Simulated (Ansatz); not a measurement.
Coupled-cluster diagnostics for the cluster Mg5⁻, Ansatz.

Geometry of the doublet (B3LYP/def2-SVPD):

```csv
atom,x (Å),y (Å),z (Å)
Mg1,-1.1989,3.1598,0.6071
Mg2,2.2172,-1.5326,-2.1273
Mg3,0.3995,0.6337,-0.5884
Mg4,-1.5798,0.1233,1.8126
Mg5,0.1620,-2.3841,0.2961
```

Correlated methods freeze 5 core orbitals; core or outer-core shells of Mg are correlated, in sets that lack core-valence functions. The structure comes from a short search, and lower isomers may exist.

Geometry of the charge -1 quartet (B3LYP/def2-SVPD):

```xyz
5

Mg   -0.860    3.539   -1.039
Mg    1.489   -2.387    1.821
Mg    0.772    0.567    0.984
Mg   -1.049    0.527   -1.296
Mg   -0.352   -2.246   -0.470
```

**Question.** Estimate the CCSD(T) correlation energy, the shares of MP2 and (T), T1 and the reference's ⟨S²⟩ for: charge -1, doublet, own geometry in def2-SVPD; charge -1, quartet, own geometry in def2-SVPD; and the rough time on 4 threads of Arm Neoverse V2 on a shared host.

**Answer.** 
| state | basis | correlation (eV) | MP2 share (%) | (T) share (%) | T1 | ⟨S²⟩ (pure) | wall time | remarks |
| --- | --- | --- | --- | --- | --- | --- | --- | --- |
| charge -1, doublet, own geometry | def2-SVPD | -7.002 | 69.9 | 9.0 | 0.061 | 2.22 (0.75) | 72 s | large T1, spin-contaminated |
| charge -1, quartet, own geometry | def2-SVPD | -6.538 | 68.5 | 8.6 | 0.063 | 4.73 (3.75) | 85 s | large T1, spin-contaminated |
Customary marks for T1 are 0.02 (closed shells), 0.045 (open shells) and about 0.05 (3d metals). T1 exceeds 0.02 in 2 of 2 rows and 0.045 in 2; the higher it lies, the less the single-reference result can be trusted.
